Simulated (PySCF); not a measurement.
Computed IR spectrum (relative IR intensity) of a molecule Cl₂H₄OSi₂. The structure is a stationary point at r2SCAN-D4/def2-SVP. Other conformers were not sampled. Level of theory: r2SCAN-D4/def2-SVP in PySCF. Frequencies are harmonic and unscaled.

```csv
ν (cm⁻¹),relative intensity
188,15
237,13
299,36
398,5.9
506,28
516,10
563,48
592,54
786,100
855,81
922,3.4
927,18
939,35
2225,18
2239,58
3852,52
```

**Question.** Which molecule gave these data?
(A) Cl[SiH2]O[SiH2]Cl
(B) O[SiH2][SiH](Cl)Cl
(C) O[Si]([SiH3])(Cl)Cl
(D) O[Si@@H](Cl)[SiH2]Cl

**Answer.** C, O[Si]([SiH3])(Cl)Cl
